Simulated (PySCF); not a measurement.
PySCF input for In(Br)(OH)2 (BrH2InO2), SMILES [OH][In]([OH])[Br], PBE-D3(BJ)/def2-SVP. Geometry optimised at PBE-D3(BJ)/def2-SVP. The structure was generated by enumeration; whether it is a known compound was not checked. The def2 effective core potentials stand for the cores of In; spin–orbit coupling is left out. Other conformers were not sampled.

```python
import numpy as np
from pyscf import gto, scf, dft, df
from pyscf.hessian import thermo

mol = gto.M(
    atom='''
    In   -0.00231634    0.67264823    0.00000000
    Br   -0.01814144   -1.81856636    0.00000000
    O    -1.75081127    1.66461496    0.00000000
    H    -1.55037391    2.62277711    0.00000000
    O     1.72897661    1.70942891    0.00000000
    H     2.47350200    1.07493115    0.00000000
    ''',
    basis='def2-SVP',
    ecp={'In': 'def2-svp'},
    charge=0,
    spin=0,
    max_memory=1600,
    verbose=3,
)
mf = dft.RKS(mol, xc='pbe').density_fit(auxbasis='def2-universal-jkfit')
mf.disp = 'd3bj'
mf.grids.level = 3
mf.conv_tol = 1e-11
mf.max_cycle = 100
mf.kernel()

# [left out here: the lines that compute and print the analytic Hessian (its translational invariance restored by hand, since the grid's response is missing), thermochemistry and intensities]
```

Output:

```
converged SCF energy = -2915.04297020796

WARN: DFTD3 does not support analytical Hessian, using finite difference


WARN: Mole.unit (angstrom) is changed to Bohr

Mode                                 0                   1                   2
Irrep
Freq [cm^-1]                       85.2828            111.9728            112.6166
Reduced mass [au]                   9.6791              6.6060             13.7911
Force const [Dyne/A]                0.0415              0.0488              0.1031
Char temp [K]                     122.7029            161.1040            162.0302
Normal mode                   x     y     z       x     y     z       x     y     z
       0  In                 0.04 -0.00 -0.00   -0.00 -0.02 -0.00    0.00  0.00 -0.06
       1  Br                -0.05  0.00  0.00    0.00 -0.02  0.00   -0.00  0.00  0.02
       2   O                -0.03 -0.13  0.00    0.08  0.13  0.00   -0.00 -0.00  0.13
       3   H                -0.11 -0.11  0.00    0.20  0.11  0.00   -0.00 -0.00  0.16
       4   O                -0.04  0.13  0.00   -0.09  0.13  0.00    0.00 -0.00  0.14
       5   H                 0.02  0.20  0.00   -0.01  0.22  0.00    0.00 -0.00  0.08
Mode                                 3                   4                   5
Irrep
Freq [cm^-1]                      244.7288            254.4758            279.2475
Reduced mass [au]                  63.3903              1.0690              1.0937
Force const [Dyne/A]                2.2369              0.0408              0.0502
Char temp [K]                     352.1103            366.1340            401.7749
Normal mode                   x     y     z       x     y     z       x     y     z
       0  In                 0.00  0.06  0.00    0.00  0.00 -0.00   -0.00 -0.00  0.00
       1  Br                -0.00 -0.09 -0.00   -0.00 -0.00  0.00    0.00 -0.00  0.00
       2   O                -0.03  0.02  0.00   -0.00  0.00 -0.03    0.00  0.00 -0.06
       3   H                -0.05  0.02 -0.00   -0.00  0.00  0.70    0.00  0.00  0.65
       4   O                 0.03  0.02  0.00    0.00  0.00 -0.05   -0.00  0.00  0.04
       5   H                 0.01  0.00 -0.00    0.00  0.00  0.66   -0.00 -0.00 -0.69
Mode                                 6                   7                   8
Irrep
Freq [cm^-1]                      563.7552            595.2544            828.5840
Reduced mass [au]                  13.4948             15.1026              1.0689
Force const [Dyne/A]                2.5269              3.1529              0.4324
Char temp [K]                     811.1182            856.4385           1192.1479
Normal mode                   x     y     z       x     y     z       x     y     z
       0  In                 0.01  0.03  0.00    0.04 -0.00  0.00   -0.01 -0.00 -0.00
       1  Br                 0.00 -0.00 -0.00    0.00  0.00 -0.00    0.00  0.00  0.00
       2   O                 0.12 -0.07 -0.00   -0.16  0.09 -0.00    0.02  0.01 -0.00
       3   H                 0.05 -0.06 -0.00   -0.07  0.08  0.00   -0.36  0.08 -0.00
       4   O                -0.17 -0.10  0.00   -0.11 -0.07  0.00    0.00 -0.06  0.00
       5   H                -0.10 -0.01 -0.00   -0.06 -0.00 -0.00    0.59  0.66 -0.00
Mode                                 9                  10                  11
Irrep
Freq [cm^-1]                      859.4334           3685.9156           3695.8625
Reduced mass [au]                   1.0816              1.0668              1.0670
Force const [Dyne/A]                0.4707              8.5392              8.5869
Char temp [K]                    1236.5333           5303.2120           5317.5232
Normal mode                   x     y     z       x     y     z       x     y     z
       0  In                 0.00 -0.01  0.00    0.00  0.00  0.00   -0.00 -0.00  0.00
       1  Br                 0.00 -0.00 -0.00    0.00 -0.00 -0.00   -0.00 -0.00  0.00
       2   O                 0.05  0.03 -0.00    0.01  0.06 -0.00    0.00  0.00 -0.00
       3   H                -0.86  0.20 -0.00   -0.18 -0.95  0.00   -0.01 -0.05 -0.00
       4   O                -0.01  0.02 -0.00   -0.00  0.00 -0.00    0.05 -0.04  0.00
       5   H                -0.25 -0.27  0.00    0.04 -0.03  0.00   -0.74  0.61 -0.00
temperature 298.1500 [K]
pressure 101325.00 [Pa]
Rotational constants [GHz] 4.79161 1.21799 0.97114
Symmetry number 1
Zero-point energy (ZPE) 0.02578 [Eh]   67691.466 [J/mol]
                           tot       elec      trans        rot        vib
Entropy [J/mol/K]       364.706      0.000    176.499    118.950     69.256
Cv [J/mol/K]             85.154      0.000     12.472     12.472     60.211
Cp [J/mol/K]             93.469      0.000     20.786     12.472     60.211
Internal energy [J/mol]                      3718.434   3718.434  78413.605
Internal energy [Eh]   -2915.01027  -2915.04297
Enthalpy [J/mol]                             6197.391   3718.434  78413.605
Enthalpy [Eh]          -2915.00933
Gibbs free energy [J/mol]                  -46425.825 -31746.599  57764.861
Gibbs free energy [Eh] -2915.05074
mode   freq/cm-1   IR/(km/mol)
   1       85.28         5.554
   2      111.97        18.617
   3      112.62        13.513
   4      244.73        20.248
   5      254.48       171.070
   6      279.25         0.056
   7      563.76        37.798
   8      595.25        60.875
   9      828.58        57.631
  10      859.43        91.024
  11     3685.92        65.256
  12     3695.86        52.011
max |gradient| / (hartree/bohr): 0.00014270148985860535
APT charges: [ 1.3381 -0.4578 -0.6548  0.2237 -0.6772  0.2279]
```

The run converged.
